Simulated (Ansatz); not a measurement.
BFH$_{2}$OSi (`FB1O[SiH2]1`), 6 atoms. Total charge 0; spin multiplicity 1. All runs use 2 threads of an Arm Neoverse N1 on a shared host. Correlated methods freeze the cores. Open-shell runs search over several starts.

Problem. How many basis functions does each run have, and how long does it take in Ansatz? RHF-CCSD(T)/def2-SVP energy; UKS PBE0-D4/def2-TZVPP energy of the cation; RKS B97M-V/def2-TZVPP energy; UKS PBE-D4/def2-TZVPP energy of the cation; UKS B2PLYP (frozen core)/def2-TZVPP energy of the cation; RKS ωB97M-V/def2-SVP energy; UKS ωB97M-V/def2-TZVPP energy of the cation; RKS revPBE-D4/def2-TZVPP energy; RHF-CCSD(T)/def2-TZVPP energy; UKS r2SCAN-D4/def2-TZVPP energy of the cation; UHF-CCSD(T)/def2-TZVPP energy of the cation; RKS ωB97X-V/def2-TZVPP energy. (An estimate is asked.)

Solution. Ansatz gave: Other jobs shared the machine, so times are rough.

```json
{"level": "RHF-CCSD(T)/def2-SVP", "job": "energy", "functions": "70", "wall time": "2.2 s", "peak host memory (GiB)": "0.17"}
{"level": "RKS revPBE-D4/def2-TZVPP", "job": "energy", "functions": "163", "wall time": "3 s", "peak host memory (GiB)": "0.16"}
{"level": "UKS PBE-D4/def2-TZVPP", "job": "energy of the cation", "functions": "163", "wall time": "5.5 s", "peak host memory (GiB)": "0.19"}
{"level": "RKS ωB97M-V/def2-SVP", "job": "energy", "functions": "70", "wall time": "6.5 s", "peak host memory (GiB)": "0.17"}
{"level": "UKS PBE0-D4/def2-TZVPP", "job": "energy of the cation", "functions": "163", "wall time": "6.5 s", "peak host memory (GiB)": "0.36"}
{"level": "RKS ωB97X-V/def2-TZVPP", "job": "energy", "functions": "163", "wall time": "9.5 s", "peak host memory (GiB)": "0.37"}
{"level": "UKS r2SCAN-D4/def2-TZVPP", "job": "energy of the cation", "functions": "163", "wall time": "10 s", "peak host memory (GiB)": "0.23"}
{"level": "RKS B97M-V/def2-TZVPP", "job": "energy", "functions": "163", "wall time": "11 s", "peak host memory (GiB)": "0.21"}
{"level": "UKS B2PLYP (frozen core)/def2-TZVPP", "job": "energy of the cation", "functions": "163", "wall time": "12 s", "peak host memory (GiB)": "0.38"}
{"level": "UKS ωB97M-V/def2-TZVPP", "job": "energy of the cation", "functions": "163", "wall time": "19 s", "peak host memory (GiB)": "0.53"}
{"level": "RHF-CCSD(T)/def2-TZVPP", "job": "energy", "functions": "163", "wall time": "44 s", "peak host memory (GiB)": "1.3"}
{"level": "UHF-CCSD(T)/def2-TZVPP", "job": "energy of the cation", "functions": "163", "wall time": "3 min", "peak host memory (GiB)": "3.1"}
```
